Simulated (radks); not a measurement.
The niobium ion Nb+ inside a hard spherical wall (all orbitals vanish at R), configuration held at [Kr] 4d4 and not refilled when levels cross. All-electron calculation, scalar-relativistic Kohn-Sham, PBE, spin-polarised, spherical densities, finite nucleus; open shells are filled with parallel spins first (spin-orbit coupling, left out, can overturn this in heavy ions); Fermi nuclear charge, rms radius 4.324 fm. Program: a radial shooting solver on a logarithmic mesh with Libxc functionals. Eigenvalues in eV for spin up, with the zero of energy where the potential of the charges vanishes at infinity; a dash marks a level that is unbound or too diffuse for the functional's potential to be trusted. A positive occupied level is held by the wall or, in an anion where self-interaction has pushed it up, behind a barrier. The pressure on the wall is -dE/dV.

| R (bohr) | E (hartree) | kinetic (hartree) | e(3d) | e(4s) | e(4p) | e(4d) | e(5s, empty) | e(5p, empty) | pressure (GPa) |
|---|---|---|---|---|---|---|---|---|---|
| free | -3819.41404 | 3932.492 | -202.34 | -65.339 | -41.648 | -10.150 | -9.949 | -6.090 | 0 |
| 20 | -3819.41404 | 3932.492 | -202.34 | -65.339 | -41.648 | -10.150 | -9.949 | -6.090 | < 0.0001 |
| 15 | -3819.41404 | 3932.492 | -202.34 | -65.339 | -41.648 | -10.150 | -9.949 | -6.090 | < 0.0001 |
| 10 | -3819.41401 | 3932.492 | -202.34 | -65.335 | -41.645 | -10.147 | -9.945 | -6.051 | 0.00104 |
| 7 | -3819.41150 | 3932.514 | -202.17 | -65.177 | -41.493 | -10.010 | -9.703 | -5.361 | 0.174 |
| 6 | -3819.40351 | 3932.568 | -201.79 | -64.843 | -41.175 | -9.711 | -9.140 | -4.251 | 0.967 |
| 4 | -3819.23011 | 3933.396 | -197.92 | -61.636 | -38.154 | -6.307 | -1.567 | 6.851 | 40.7 |
| 3.5 | -3819.01060 | 3934.372 | -194.83 | -59.295 | -35.906 | -3.369 | 5.736 | 16.340 | 127 |
| 3 | -3818.44749 | 3936.876 | -188.93 | -55.075 | -31.653 | 2.437 | 20.816 | 34.698 | 469 |
| 1.5 | -3787.06445 | 4042.028 | -87.038 | 47.740 | 82.685 | 139.91 | 379.52 | 410.29 | 98200 |
